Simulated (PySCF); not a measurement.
## Radial density of P (phosphorus, neutral)

wB97X-V, [Ne] 3s2 3p3, high-spin 4S determinant. Computed with PySCF 2.14 in ANO-RCC-VTZP, with the spin-free X2C one-electron Hamiltonian (Gaussian nucleus).

```csv
r (bohr),4πr²ρ (e/bohr),4πr²(ρα − ρβ)
0.00140,0.06290,0.0000
0.00235,0.1645,0.0000
0.00396,0.4268,0.0000
0.00666,1.079,0.0000
0.0112,2.594,0.0000
0.0188,5.729,0.0002
0.0317,10.90,0.0013
0.0533,16.15,0.0075
0.0896,16.19,0.0360
0.151,11.33,0.1242
0.254,13.10,0.2467
0.426,15.46,0.1599
0.717,6.278,0.0216
1.21,2.311,0.8618
2.03,2.399,1.4124
3.41,0.6132,0.4517
5.74,0.02945,0.0260
9.66,0.0002201,0.0002
```

Densities and radii are taken from the X2C orbitals without a picture-change correction, which distorts them close to the nucleus.
